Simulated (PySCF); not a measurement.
C₈H₈Se.
Cartesian coordinates in Å at the PBE0-D3(BJ)/def2-SVP level; atoms count from 1:
```
atom  x, y, z in Å
C1    -2.9406   -0.9342   -0.0709
C2    -1.6654   -1.2476    0.1857
C3    -0.5335   -0.3207    0.3166
C4    -0.6759    1.0746    0.2527
C5     0.4350    1.8988    0.3799
C6     1.7067    1.3604    0.5727
C7     1.8653   -0.0265    0.6415
Se8    3.6230   -0.7098    0.9095
C9     0.7477   -0.8542    0.5145
H10   -3.7042   -1.7114   -0.1471
H11   -3.2739    0.0967   -0.2168
H12   -1.4083   -2.3054    0.3126
H13   -1.6625    1.5180    0.1071
H14    0.3149    2.9837    0.3299
H15    2.5703    2.0228    0.6705
H16    3.2164   -2.1216    0.8865
H17    0.8611   -1.9401    0.5674
```

Linear response at CAM-B3LYP/def2-SVPD (PySCF, frozen core in the response, non-relativistic). Geometry: PBE0-D3(BJ)/def2-SVP, one conformer, isolated molecule. Relativistic effects, spin–orbit coupling among them, are left out although an element past zinc is present.

Static isotropic polarisability: 128.36 au (19.02 Å³), principal values 74.5, 124.5, 186.1 au.

Q: What is the polarisability at 1064 nm and at the sodium D line?

A: 130.61 au at 1064 nm (+1.8 %), 136.35 au at 589.3 nm (+6.2 %). The rise at 589.3 nm is 3.55 times that at 1064 nm; a pure ω² law gives 3.26. The lowest singlet lies at 272 nm, shorter than both wavelengths.

Q: What is the isotropic C6 coefficient between two such molecules, C6 = (3/π)∫α(iω)² dω?

A: 5352 au (Eh·bohr⁶) by a ten-point quadrature over imaginary frequencies, which is 3200 eV·Å⁶ or 309 J·nm⁶/mol.

Q: Which effective excitation energy ω̄ makes London's formula C6 = (3/4)α²ω̄ exact here?

A: ω̄ = 4·C6/(3α²) = 0.433 Eh = 11.8 eV. A one-pole form α(ω) = α/(1 − ω²/ω̄²) fitted to the 1064 nm value gives 8.9 eV.

Q: What n − 1 at the D line would an ideal gas of it have at 273.15 K and 1 atm (2.6868 × 10¹⁹ cm⁻³), by n − 1 = 2π·N·α′?

A: 34.11 × 10⁻⁴, a formal value whether or not that pressure can be reached.

Q: What three-body coefficient follows from the one-pole estimate C9 = (3/4)·α·C6?

A: 515000 au. This is an estimate from the two numbers above, not a computed integral.

Q: How many electrons N does the Slater–Kirkwood formula C6 = (3/4)·√N·α^(3/2) need to give this C6?

A: N = (4·C6/3)²/α³ = 24.1; the species has 90 electrons in all.

Q: What does −C6/R⁶ come to at R = 12 Å between centres?

A: -100 J/mol. This is the leading, orientation-averaged term; C8 and higher terms are left out.

Q: The lowest 6 singlets have (eV, f): 4.56, 0.006; 4.57, 0.019; 4.95, 0.089; 5.47, 0.809; 5.48, 0.064; 5.91, 0.080. What share of the static polarisability do they carry in the sum over states α = Σ f/ω²?

A: 26.90 au, 21.0 % of α; the largest term, 20.05 au, is that of the state at 5.47 eV. Their oscillator strengths add up to 1.07. Higher states carry the rest.
